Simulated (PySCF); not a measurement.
One molecule, one basis, several functionals.

Compound: C3H10BN.
SMILES: `CBNCC`

Torsions of this conformer, `[CH3:1][BH:2][NH:3][CH2:4][CH3:5]`: C1–B2–N3–C4 179°, B2–N3–C4–C5 -116°.

PySCF, pcSseg-1 basis, density fitting, gas phase, PBE0-D3(BJ)/def2-SVP geometry. One functional is left out:

```tsv
functional	exact exchange (%)	HOMO energy (eV)	LUMO energy (eV)	dipole moment (D)
B97-D	0	-6.25	0.05	1.719
BLYP	0	-6.15	0.03	1.755
BP86	0	-6.38	-0.16	1.771
LDA	0	-6.43	-0.33	1.793
OPBE	0	-6.25	0.03	1.754
PBE	0	-6.29	-0.12	1.771
B3LYP	20	-7.35	0.64	1.701
B97-2	21	-7.31	0.86	1.679
PBE0	25	-7.58	0.87	1.701
BHandHLYP	50	-8.78	1.88	1.615
```

Problem. Predict the row of mPW1PW91 (25 % exact exchange) by straight lines through the other rows, and check it.

Solution. 
```csv
property,line,computed,computed − line,"PBE0 (25 %), for comparison"
HOMO energy (eV),-7.55,-7.61,-0.06,-7.58
LUMO energy (eV),0.90,0.87,-0.03,0.87
dipole moment (D),1.687,1.692,+0.005,1.701
```

Problem. Which of these properties follows the share of exact exchange most closely, and which least?

Solution. Most closely the HOMO energy, least the dipole moment; the correlations over the tabulated rows are HOMO energy -0.996, LUMO energy 0.984, dipole moment -0.927. The HOMO energy moves by -0.501 eV for every 10 %. Functionals with the same share still differ in their other parts: at 0 % BLYP and LDA differ by 0.28 eV in it.
